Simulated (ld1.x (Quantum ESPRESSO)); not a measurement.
LDA (PZ) TM dataset for antimony (Sb), scalar-relativistic all-electron reference.

ld1.x (Quantum ESPRESSO) 7.5 input, shortened:

```
&input
   title='Sb', zed=51., rel=1, dft='PZ', iswitch=3,
   config='[Kr] 4d10 5s2 5p3'
 /
 &inputp
   pseudotype=2, tm=.true., lloc=-1, rcloc=0.94,
   nlcc=.true.
 /
2
5S  1  0   2.00   0.00  1.40  1.40  0.0
5P  2  1   3.00   0.00  1.95  1.95  0.0
 &test
   configts(1)='5s2 5p3'
 /
```

All-electron outer shells of the reference configuration (LDA (PZ), scalar-relativistic, ld1.x):

```json
{"shell": "4p", "level (eV)": "-101.60", "outermost node (bohr)": "0.39", "outermost maximum (bohr)": "0.76"}
{"shell": "4d", "level (eV)": "-33.55", "outermost node (bohr)": "0.38", "outermost maximum (bohr)": "0.84"}
{"shell": "5s", "level (eV)": "-13.09", "outermost node (bohr)": "0.95", "outermost maximum (bohr)": "1.88"}
{"shell": "5p", "level (eV)": "-5.00", "outermost node (bohr)": "1.04", "outermost maximum (bohr)": "2.32"}
```

Task: Does the generator finish with these settings?

Result: Yes, a potential is produced and its reference levels are reproduced.

Task: Estimate the cutoffs (Ry, on a coarse ladder) from which the occupation-weighted sum of valence levels, in a spherical-Bessel basis at the reference potential, stays within 10 and 1 mRy of its value at 400 Ry.

Result: 45 Ry and 180 Ry.

Task: What does a ghost test show?

Result: Ghost states, extra bound levels that the all-electron valence spectrum of the same l lacks: s at -240.2 eV, p at -166.6 eV, d at -59.4 eV. A true bound ghost makes a file unfit for plane-wave use. The logarithmic derivative shows an extra or strongly shifted pseudo pole above the reference energy (s near 0.74 Ry).

Task: Which valence shell sets the plane-wave cutoff?

Result: 5s: its level needs 120 Ry to come within 1 mRy, against 25 Ry for 5p.

Task: Tests: 5s2 5p2; 5s2 5p1; 5s2 5p0; 5s1 5p4; 5s0 5p5; 5s1 5p3; 5s2 5p2.5. Which has the largest error in its energy relative to the reference configuration, and how large is it?

Result: 5s2 5p0, with -100 meV (all-electron minus pseudo) on +49.56 eV.
